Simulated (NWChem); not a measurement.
System: AlNH₃Br; SMILES [AlH]([Br])[NH2]

Here is an NWChem input.

```
start job
memory heap 200 mb stack 900 mb global 1100 mb
geometry units angstroms
  Al    -0.266617    -1.304424    -0.001884
  H     -1.231720    -1.975922    -0.963938
  Br    -0.024377     0.918298    -0.244749
  N      0.611201    -2.218889     1.232228
  H      1.269738    -1.851791     1.911430
  H      0.538074    -3.217354     1.381818
end
basis spherical
  * library def2-svp
end
dft
  xc pbe0
  iterations 150
end
driver
  maxiter 120
end
task dft optimize
task dft freq
```

This build's default masses of Se (78.918 u) and Br (79.917 u) are each other's, which moves their modes by up to 0.6 %.

The level has its own optimisation; frequencies are unscaled.

Task: What results follow from this input? (PBE0/def2-SVP.) Quantities: r Al–H (Å); r Al–Br (Å); r Al–N (Å); r H–N (Å); highest harmonic frequency (cm⁻¹); lowest (cm⁻¹); zero-point energy (kcal/mol); dipole (D).

Result: 
- r Al–H (Å) = 1.575
- r Al–Br (Å) = 2.262
- r Al–N (Å) = 1.763
- r H–N (Å) = 1.014
- highest harmonic frequency (cm⁻¹) = 3710
- lowest (cm⁻¹) = 164
- zero-point energy (kcal/mol) = 21.2
- dipole (D) = 2.44
